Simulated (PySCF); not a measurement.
Input of a run (PBE0-D3(BJ)/def2-SVP geometry optimisation, gas phase (PySCF 2.14.0)), started from GFN2-xTB:
```
{"job": {"xc": "PBE0", "basis": "def2-SVP", "d3": "d3bj", "grid": 1, "shake": 0.01, "kind": "geom"}, "charge": -1, "multiplicity": 1}
C     -1.712280     0.217960    -0.135800
B     -0.876310    -0.398880     1.103660
C      0.657400     0.243290     1.109220
Si     1.782650    -0.117940    -0.369460
H     -1.796780     1.328510    -0.097550
H     -2.766600    -0.122370    -0.161370
H     -1.282580    -0.002070    -1.110590
H     -1.390870    -0.107890     2.167590
H     -0.808870    -1.606350     1.019500
H      1.196280    -0.121730     2.023200
H      0.605650     1.331840     1.249950
H      1.857650    -1.542100    -0.734700
H      1.360960     0.607380    -1.615920
H      3.166540     0.275270    -0.175450
```

Output (energies in Eh, forces in Eh/bohr):
```
step   0  E = -396.16580753  max force = 0.032182
step   1  E = -396.17023857  max force = 0.009472
step   2  E = -396.17082423  max force = 0.002922
step   3  E = -396.17092538  max force = 0.000592
step   4  E = -396.17097277  max force = 0.001371
step   5  E = -396.17104357  max force = 0.001404
step   6  E = -396.17108739  max force = 0.000698
step   7  E = -396.17112806  max force = 0.000602
step   8  E = -396.17115303  max force = 0.000734
step   9  E = -396.17117562  max force = 0.000607
step  10  E = -396.17120513  max force = 0.000646
step  11  E = -396.17124562  max force = 0.001314
step  12  E = -396.17130258  max force = 0.002451
step  13  E = -396.17142373  max force = 0.002861
step  14  E = -396.17147567  max force = 0.001499
step  15  E = -396.17156895  max force = 0.001078
step  16  E = -396.17158930  max force = 0.000468
step  17  E = -396.17160558  max force = 0.000321
step  18  E = -396.17160995  max force = 0.000272
optimisation converged
```

Task: Summarise the run.

Result: The energy falls by 0.158 eV over 19 energy and gradient evaluations, the largest force component goes from 0.0322 to 2.7e-04 Eh/bohr, and the atoms move by 0.408 Å rms after alignment. The bond that changes most is Si4–H14 (SiH3 silicon to Si–H hydrogen), which lengthens by 0.073 Å. Bonds longer at the end by more than 0.005 Å: 8 of 13; shorter: 2. Among the angles that change most is B2–C3–Si4, from 118.2° to 108.7°. Among the dihedrals that turn most is H10–C3–Si4–H12, from 73° to 48°. The energy never rose by more than 1e-6 Eh on the way. The first step brought 76 % of the lowering.

Task: What are the final bond lengths?

Result: C1–B2 1.639 Å, B2–C3 1.670 Å, C3–Si4 1.851 Å, C1–H5 1.110 Å, C1–H6 1.107 Å, C1–H7 1.109 Å, B2–H8 1.254 Å, B2–H9 1.259 Å, C3–H10 1.106 Å, C3–H11 1.107 Å, Si4–H12 1.506 Å, Si4–H13 1.505 Å, Si4–H14 1.525 Å. Numbering counts from 1 in the input's order; the species is `C[BH2-]C[SiH3]`.

The run used 110 basis functions and 112 SCF cycles in all.

PBE0-D3(BJ)/def2-SVP frequencies: not computed here.

One conformer stands for the species.
